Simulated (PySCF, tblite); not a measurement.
Isomers of C5H11FSi3, one GFN2-xTB conformer each. Single-point energies are computed at PBE0/pcSseg-1 (PySCF, gas phase, no added dispersion term), electronic only.

```csv
SMILES,GFN2-xTB relative energy (kJ/mol)
C#C[SiH2]C[Si]1(F)C[SiH2]C1,1.5
C#CC[SiH2][Si]1(F)C[SiH2]C1,0.0
```

Conformers: `[CH:1]#[C:2][SiH2:3][CH2:4][Si:5]1([F:6])[CH2:7][SiH2:8][CH2:9]1` with C2–Si3–C4–Si5 178°, Si3–C4–Si5–F6 -57°; `[CH:1]#[C:2][CH2:3][SiH2:4][Si:5]1([F:6])[CH2:7][SiH2:8][CH2:9]1` with C2–C3–Si4–Si5 -59°, C3–Si4–Si5–F6 -62°.

Task: What does PBE0/pcSseg-1 give for the same structures?

Result: 
| SMILES | PBE0/pcSseg-1 E (Eh) | PBE0/pcSseg-1 (kJ/mol) | GFN2-xTB (kJ/mol) | point group |
| --- | --- | --- | --- | --- |
| C#C[SiH2]C[Si]1(F)C[SiH2]C1 | -1164.73429 | 0.0 | 1.5 | C1 |
| C#CC[SiH2][Si]1(F)C[SiH2]C1 | -1164.70858 | 67.5 | 0.0 | C1 |

GFN2-xTB puts C#CC[SiH2][Si]1(F)C[SiH2]C1 lowest instead. As drawn, the higher has an Si–Si bond, which the lower lacks.

Task: Which frontier levels, dipoles and rotational constants go with these structures?

Result: 
```csv
SMILES,"HOMO (eV, PBE0/pcSseg-1)",LUMO (eV),dipole (D),"A, B, C (MHz)"
C#C[SiH2]C[Si]1(F)C[SiH2]C1,-7.86,-0.05,1.96,"2468, 410.7, 399.0"
C#CC[SiH2][Si]1(F)C[SiH2]C1,-7.45,-0.60,1.34,"1525, 600.3, 520.3"
```

Task: What happens when harmonic zero-point energies from GFN2-xTB frequencies are added?

Result: 
```tsv
SMILES	ZPE (kJ/mol)	electronic (kJ/mol)	with ZPE (kJ/mol)
C#C[SiH2]C[Si]1(F)C[SiH2]C1	352.6	0.0	0.0
C#CC[SiH2][Si]1(F)C[SiH2]C1	352.7	67.5	67.7
```

The zero-point energies span 0.1 kJ/mol. The order is unchanged.
